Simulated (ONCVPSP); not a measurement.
**u(r) = r·R(r): atom against pseudo-atom (vanadium (V))**

Columns: radius, all-electron u(r) and pseudo u(r) of the 3d shell (level -2.44 eV) of vanadium in the configuration [Ne] 3s2 3p6 3d4 4s1; PBEsol, scalar-relativistic, ONCV scheme, ONCVPSP 4.0.1.

| r (bohr) | all-electron | pseudo |
| --- | --- | --- |
| 0.090 | 0.0282 | 0.0049 |
| 0.180 | 0.1297 | 0.0371 |
| 0.270 | 0.2672 | 0.1133 |
| 0.360 | 0.4043 | 0.2336 |
| 0.450 | 0.5220 | 0.3827 |
| 0.540 | 0.6141 | 0.5352 |
| 0.630 | 0.6806 | 0.6664 |
| 0.720 | 0.7235 | 0.7589 |
| 0.810 | 0.7470 | 0.8079 |
| 0.900 | 0.7552 | 0.8188 |
| 0.990 | 0.7522 | 0.8036 |
| 1.080 | 0.7411 | 0.7749 |
| 1.170 | 0.7244 | 0.7426 |
| 1.260 | 0.7040 | 0.7117 |
| 1.350 | 0.6812 | 0.6835 |
| 1.440 | 0.6571 | 0.6575 |
| 1.530 | 0.6324 | 0.6324 |
| 1.620 | 0.6076 | 0.6076 |
| 1.710 | 0.5832 | 0.5832 |
| 1.800 | 0.5593 | 0.5593 |
| 1.890 | 0.5362 | 0.5362 |
| 1.980 | 0.5139 | 0.5139 |
| 2.070 | 0.4925 | 0.4925 |
| 2.160 | 0.4721 | 0.4720 |
| 2.250 | 0.4525 | 0.4525 |
| 2.340 | 0.4339 | 0.4339 |

How many radial nodes do the two functions have?

The all-electron 3d function has n − l − 1 = 0; the pseudo-wave has 0.

At about which radius was the pseudo-wave matched?

1.60 bohr. The columns agree to 0.0005 from 1.44 bohr on; several derivatives are matched, so the curves merge somewhat inside the radius.

Is the pseudo-wave norm-conserving?

Yes: the ONCV scheme keeps the norm inside the radius equal to the all-electron one, which fixes the energy derivative of the logarithmic derivative at the level.
